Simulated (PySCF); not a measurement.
WOBr3, SMILES [O]=[W]([Br])([Br])[Br] (connectivity only; charge and spin as stated), neutral, multiplicity 2.

Geometry: r2SCAN-D4/def2-SVP. The multiplicity is an assumed one; other spin states were not compared. The def2 effective core potentials stand for the cores of W; spin–orbit coupling is left out.

Level of theory: PySCF with PBE/def2-TZVP.

The molecule is in vacuum.

- total energy = -7863.85130 hartree
- point group = Cs
- α spin, highest occupied and lowest empty level = -5.05 and -4.51 eV
- β spin, highest occupied and lowest empty level = -7.46 and -4.23 eV
- dipole moment = 1.24 D
- quadrupole, principal values (traceless, Buckingham form, about the centre of nuclear charge) = -4.04, 1.42, 2.62 D·Å
- mean static polarisability = 109.9 bohr³ (16.28 Å³)
- polarisability, principal values = 86.3, 118.0, 125.2 bohr³
- ⟨S²⟩ = 0.754 (pure state 0.75)
